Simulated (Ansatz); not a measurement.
ClH7OSi3 can be A, `[SiH3]O[SiH]([SiH3])Cl`, or B, `O[SiH2][SiH]([SiH3])Cl`.

Calculated with Ansatz (gas phase, PBE0-D4/def2-TZVP geometries, no zero-point term in ΔE). CCSD(T)/CBS adds triple-zeta CCSD(T) − MP2 to the extrapolated MP2 energy (def2 sets, frozen cores). Functionals use def2-TZVPP. B3LYP here is the variant with VWN-RPA as its local correlation; programs differ in this. One conformer a species, not always the lowest.

A:

```xyz
12

Si    2.028   -0.166    1.048
O     0.507    0.456    1.019
Si   -1.037    0.167    0.597
Si   -1.326    0.285   -1.723
Cl   -1.563   -1.741    1.183
H     2.949    0.927    1.437
H     2.390   -0.673   -0.301
H     2.106   -1.274    2.031
H    -1.896    1.100    1.364
H    -2.746    0.006   -2.062
H    -0.961    1.639   -2.219
H    -0.451   -0.726   -2.375
```

B:

```xyz
12

O     1.512    2.569    0.398
Si    0.969    1.130    0.991
Si    0.190   -0.191   -0.788
Si   -1.280   -1.911   -0.194
Cl   -0.849    1.171   -1.983
H     0.972    2.982   -0.280
H     2.110    0.496    1.698
H    -0.154    1.311    1.954
H     1.301   -0.722   -1.625
H    -1.782   -2.610   -1.406
H    -2.426   -1.340    0.560
H    -0.562   -2.884    0.673
```

Question: Which isomer does CCSD(T)/CBS put lower? Give the gap. (Best estimate.)

Answer: The calculation gave: A, by 116.5 kJ/mol.

Question: Give E(B) − E(A) in kJ/mol with HF/def2-TZVPP, PBE-D4, PBE0-D4, B2PLYP, ωB97M-V, CCSD(T)/def2-TZVPP, B3LYP. (Estimate.)

Answer: The calculation gave: HF/def2-TZVPP 143.9, PBE-D4 89.8, PBE0-D4 98.8, B2PLYP 121.3, ωB97M-V 118.8, CCSD(T)/def2-TZVPP 118.4, B3LYP 116.7. None reverses the order clearly.

Largest T1 diagnostic: 0.012.

In def2-TZVPP, CCSD(T) changes the Hartree–Fock value by −25.5 kJ/mol (the triples alone add −3.8 kJ/mol) and MP2 by −19.8 kJ/mol. From PBE to PBE0 (25 % exact exchange), in def2-TZVPP and without D4, E(B) − E(A) moves by +9.1 kJ/mol.
